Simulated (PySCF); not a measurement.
## Nonlinear optical response: `InChI=1S/C8H14Si/c9-8-6-4-2-1-3-5-7-8/h1-2,7H,3-6H2,9H3/b2-1-,8-7+`

Geometry (Å), atoms numbered from 1 in this order:
```xyz
23

Si    2.7436   -0.6904    0.8750
C     1.0765   -0.5287    0.0355
C     0.1591   -1.4893    0.2572
C    -1.2489   -1.6429   -0.2388
C    -1.9634   -0.4156   -0.8112
C    -2.0796    0.7219    0.1663
C    -1.1693    1.6544    0.4728
C     0.2165    1.8660   -0.0581
C     0.8834    0.7118   -0.8115
H     3.8450   -0.7585   -0.1394
H     2.7869   -1.9159    1.7297
H     3.0274    0.5087    1.7295
H     0.4671   -2.3236    0.9019
H    -1.2592   -2.4544   -0.9916
H    -1.8460   -2.0387    0.6017
H    -1.4812   -0.0934   -1.7434
H    -2.9773   -0.7305   -1.1034
H    -3.0268    0.7711    0.7162
H    -1.4689    2.3924    1.2268
H     0.8605    2.1429    0.7956
H     0.2131    2.7626   -0.7065
H     1.8696    1.0714   -1.1516
H     0.3350    0.4817   -1.7344
```

Method used: quadratic response CAM-B3LYP/def2-SVPD first hyperpolarisability, Taylor convention, gas phase in PySCF. Geometry: PBE0-D3(BJ)/def2-SVP.

Task: What is the first hyperpolarisability, and how does it disperse?

Result: In au, Taylor convention; the vector part is βᵢ = ⅓ Σⱼ (βᵢⱼⱼ + βⱼᵢⱼ + βⱼⱼᵢ); β∥ is 3/5 of the vector part along the dipole, the dipole points from − to +:
| process | λ (nm) | β vector norm | β∥ | β HRS | depolarisation ratio |
| --- | --- | --- | --- | --- | --- |
| static β(0;0,0) | ∞ | 200.3 | 117.4 | 77.4 | 6.58 |
| second harmonic β(−2ω;ω,ω) | 1907 | 207.5 | 121.5 | 80.2 | 6.55 |
| Pockels β(−ω;ω,0) | 1907 | 202.7 | 118.7 | – | – |
| second harmonic β(−2ω;ω,ω) | 1064 | 224.8 | 131.4 | 87.1 | 6.48 |
| Pockels β(−ω;ω,0) | 1064 | 208.0 | 121.8 | – | – |

Task: Which lowest excitations, dipole and polarisabilities go with it?

Result: S1 6.48 eV (f = 0.065); S2 6.54 eV (f = 0.039); S3 6.68 eV (f = 0.012); dipole 1.19 D; isotropic α 119.1 au static, 119.5 au at 1907 nm, 120.3 au at 1064 nm, 120.6 au at 953.5 nm, 123.9 au at 532 nm.
